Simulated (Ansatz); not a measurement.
```xyz
2

Al    0.0000    0.0000   -1.2430
P     0.0000    0.0000    1.2430
```

Basis set: 6-31G (spherical functions). Correlated methods keep 10 orbitals frozen. Correlation on ROHF uses semicanonical orbitals with singles. Charge 0, multiplicity 3.

Computed with Ansatz (development build ahead of 0.2.0); the reference of a correlated method needn't be the lowest determinant of its kind.

Task: Give the atomization energy at this shape (free ground-state atoms in the same class of orbitals less the molecule, no zero-point energy) of triplet AlP by ROHF-CCSD(T), UHF-BCCD(T).

Result:

```json
{"method": "ROHF-CCSD(T)", "atomization energy": "118.0 kJ/mol"}
{"method": "UHF-BCCD(T)", "atomization energy": "117.9 kJ/mol"}
```

Caution: the reference determinant was not shown to be the lowest.

This basis has no polarisation functions and is too small for such energies, which can lie far from measured ones in either direction.
